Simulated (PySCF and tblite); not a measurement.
## C8H13NO, numbered as in [CH2:1]=[CH:2][CH2:3]/[CH:4]=[CH:5]/[N:6]([CH3:7])[C:8]([CH3:9])=[O:10]: conformational analysis

The ensemble was built from 200 distance-geometry starts (ETKDG, MMFF94s, GFN2-xTB) and rests on GFN2-xTB geometries. Weights use PBE0-D3(BJ)/6-31G* energies plus GFN2-xTB zero-point and thermal terms (modes under about 100 cm⁻¹ blended into free rotors). Symmetry numbers and mirror images are counted. Conformers within 3 kcal/mol (GFN2-xTB free energy) were kept, 10 at most. GIAO shieldings: PBE0/6-31G*. Shifts are against TMS (¹H), TMS (¹³C), NH3 (¹⁵N) at the same level; of two unlike H on one atom, a is the less shielded. Run with PySCF (density fitting) and tblite.

Torsions listed: C1–C2–C3–C4, C2–C3–C4–C5, C4–C5–N6–C7, C7–N6–C8–O10. Of a mirror pair one member is shown.

| conformer | shape | symmetry | E(GFN2) kcal/mol | E(DFT) kcal/mol | G(298.15 K) kcal/mol | weight % | dipole D |
| --- | --- | --- | --- | --- | --- | --- | --- |
| 1 | 117°, -18°, 0°, 0° | C1 (pair) | 0.38 | 0.00 | 0.00 | 22.6 | 2.90 |
| 2 | 12°, -114°, -1°, 0° | C1 (pair) | 0.41 | 0.12 | 0.10 | 19.0 | 2.80 |
| 3 | -117°, -114°, -2°, 0° | C1 (pair) | 0.00 | 0.17 | 0.12 | 18.3 | 2.60 |
| 4 | -117°, -113°, -3°, 180° | C1 (pair) | 1.32 | 1.02 | 0.24 | 15.1 | 3.53 |
| 5 | 14°, -116°, -2°, 180° | C1 (pair) | 1.85 | 1.08 | 0.33 | 13.0 | 3.45 |
| 6 | -118°, 15°, -3°, 180° | C1 (pair) | 2.17 | 1.51 | 0.90 | 4.9 | 3.68 |
| 7 | -120°, 116°, 0°, 0° | C1 (pair) | 0.04 | 1.04 | 0.95 | 4.6 | 2.67 |
| 8 | 119°, -117°, -2°, 180° | C1 (pair) | 1.50 | 1.98 | 1.30 | 2.5 | 3.69 |
| 9 | 113°, 106°, -139°, 6° | C1 (pair) | 2.71 | 4.29 | 3.87 | 0.0 | 3.23 |
| 10 | 118°, -113°, 138°, -6° | C1 (pair) | 2.64 | 4.92 | 4.48 | 0.0 | 3.29 |

Weights (%) against temperature:

```
 T (K)     1     2     3     4     5    6    7    8    9   10  S(mix) cal/mol/K
   250  25.9  21.2  19.9  13.0  11.1  3.6  3.7  1.6  0.0  0.0              4.99
273.15  24.2  20.1  19.1  14.1  12.1  4.3  4.2  2.0  0.0  0.0              5.08
298.15  22.6  19.0  18.3  15.1  13.0  4.9  4.6  2.5  0.0  0.0              5.15
323.15  21.2  18.1  17.5  15.9  13.8  5.5  4.9  3.0  0.1  0.0              5.21
373.15  19.0  16.7  16.2  17.0  14.9  6.6  5.5  4.0  0.1  0.0              5.30
```

Averaged shifts at 298.15 K. ¹H: 7.00 (H5, 1H), 6.15 (H2, 1H), 5.26 (H1a, 1H), 5.15 (H1b, 1H), 4.80 (H4, 1H), 3.06 (H7, 3H), 2.92 (H3, 2H), 2.02 (H9, 3H) ppm. ¹³C: 156.6 (C8), 131.4 (C2), 123.9 (C5), 111.2 (C1), 100.7 (C4), 37.7 (C3), 30.0 (C7), 21.8 (C9) ppm. ¹⁵N: 130.2 (N6) ppm.

Coordinates of conformer 1 (Å):

```xyz
23

C     3.268    0.997    0.450
C     2.456    0.793   -0.569
C     2.086   -0.554   -1.103
C     0.621   -0.869   -0.978
C    -0.193   -0.211   -0.157
N    -1.547   -0.461    0.017
C    -2.148   -1.534   -0.748
C    -2.357    0.242    0.870
C    -1.725    1.364    1.664
O    -3.537   -0.027    0.981
H     3.729    0.179    0.979
H     3.514    1.986    0.798
H     2.003    1.630   -1.086
H     2.357   -0.601   -2.164
H     2.663   -1.329   -0.587
H     0.278   -1.690   -1.588
H     0.208    0.591    0.441
H    -2.046   -1.341   -1.817
H    -3.204   -1.577   -0.486
H    -1.674   -2.486   -0.503
H    -2.503    1.809    2.280
H    -1.318    2.126    1.005
H    -0.936    0.988    2.311
```

Coordinates of conformer 2 (Å):

```xyz
23

C     2.910    1.166   -1.215
C     3.177    0.654   -0.029
C     2.206   -0.106    0.831
C     0.956   -0.503    0.112
C    -0.240   -0.009    0.421
N    -1.437   -0.327   -0.207
C    -1.397   -1.258   -1.315
C    -2.657    0.185    0.150
C    -2.695    1.153    1.312
O    -3.669   -0.129   -0.446
H     1.939    1.069   -1.671
H     3.651    1.708   -1.778
H     4.161    0.776    0.406
H     2.712   -1.005    1.200
H     1.963    0.509    1.703
H     1.095   -1.214   -0.687
H    -0.321    0.702    1.228
H    -1.020   -2.227   -0.985
H    -0.760   -0.873   -2.113
H    -2.414   -1.373   -1.688
H    -3.731    1.450    1.458
H    -2.103    2.040    1.100
H    -2.332    0.682    2.223
```

Rotation about the C–N or B–N bond may be slow on the NMR time scale, and the averages treat it as fast. Unscaled ¹⁵N shifts at such levels can be off by tens of ppm; differences between conformers or isomers are more reliable. Shifts are unscaled: against experiment ¹³C can be off by 15 ppm or more and ¹H by 0.8 ppm. For its torsions the set is small; conformers may be missing.

Search and properties took 8.9 min on 1 thread of Intel Xeon Platinum 8259CL @ 2.50GHz (shared host) (rough), launched as `OMP_NUM_THREADS=1 python ens_run.py task.json out`.


¹⁵N shifts are against a computed isolated NH3 molecule, about 20 ppm from the liquid.